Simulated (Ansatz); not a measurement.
Vertical triplet-singlet gap: 6 cases among silicon compounds with O, N or halogens, in eV. Each molecule is optimised on its own at B3LYP-D3(BJ)/def2-TZVP (Ansatz, a program for electronic structure), one conformer each, not searched for the lowest. Cores are frozen in the correlated levels unless marked. Open shells are spin-unrestricted. No spin-orbit coupling. Non-relativistic. Vertical energies are electronic, to the SCF solution reached for that spin. The column to compare with is coupled cluster with Ansatz, a level with limits of its own, on species with small T1 and stable references: RI-MP2/CBS(aug-cc-pV(T+d)Z,aug-cc-pV(Q+d)Z)+[CCSD(T)-MP2]/aug-cc-pV(T+d)Z. Basis-set limits of correlation are two-point, X^-3; Hartree-Fock from the larger set. [CCSD(T)-MP2]/basis is that difference in the basis named.

The cases are all of a share (6 cases) of this class's members that had been run, up to Cl and in the lowest spin state found, with this coupled-cluster level, T1 under 0.025 (0.045 for open shells), stable and nearly pure references and no caution of the program. Left out: atoms, ions and triplets as subjects, saddle points, species that the lists mark as multireference, runs with a caution of the program, degenerate point groups and unstable, impure or high-T1 final states. The levels beside PBE were drawn at random too.

| species (SMILES) | coupled cluster | difference of PBE/def2-TZVPD (Ansatz) | difference of PBE-D3(BJ)/def2-TZVPD (Ansatz + dftd3) | difference of CAM-B3LYP/def2-TZVPD (Ansatz) | difference of B2PLYP-D3(BJ)/def2-TZVPD (Ansatz + dftd3) | difference of RI-MP2/CBS(aug-cc-pV(T+d)Z,aug-cc-pV(Q+d)Z) (Ansatz) |
|---|---|---|---|---|---|---|
| O=C=N[Si](F)(F)F [trifluoro(isocyanato)silane] | 7.37 | -0.63 | -0.63 | -0.47 | -0.21 | 0.51 |
| [SiH3]N[SiH2]O[SiH3] | 6.38 | -0.75 | -0.75 | -0.12 | -0.11 | 0.45 |
| F[SiH2][SiH3] | 5.85 | -0.65 | -0.65 | -0.13 | -0.12 | 0.08 |
| N[Si](F)(F)F | 6.88 | -0.45 | -0.45 | -0.11 | -0.13 | 0.21 |
| C[Si](Cl)(Cl)N[SiH3] | 6.52 | -0.86 | -0.86 | -0.11 | -0.14 | 0.48 |
| O[SiH](O)O [trihydroxysilane] | 8.11 | -1.20 | -1.20 | -0.16 | -0.16 | 0.37 |

```csv
level,mean signed difference,median signed difference,mean absolute difference
PBE/def2-TZVPD (Ansatz),-0.757,-0.700,0.757
PBE-D3(BJ)/def2-TZVPD (Ansatz + dftd3),-0.757,-0.700,0.757
CAM-B3LYP/def2-TZVPD (Ansatz),-0.183,-0.125,0.183
B2PLYP-D3(BJ)/def2-TZVPD (Ansatz + dftd3),-0.145,-0.135,0.145
"RI-MP2/CBS(aug-cc-pV(T+d)Z,aug-cc-pV(Q+d)Z) (Ansatz)",0.350,0.410,0.350
```

PBE lies above in 0 of 6 cases and within 0.05 eV in 0; its mean signed difference is -0.757, the median -0.700, the mean absolute difference 0.757, and the range -1.20 to -0.45 eV.
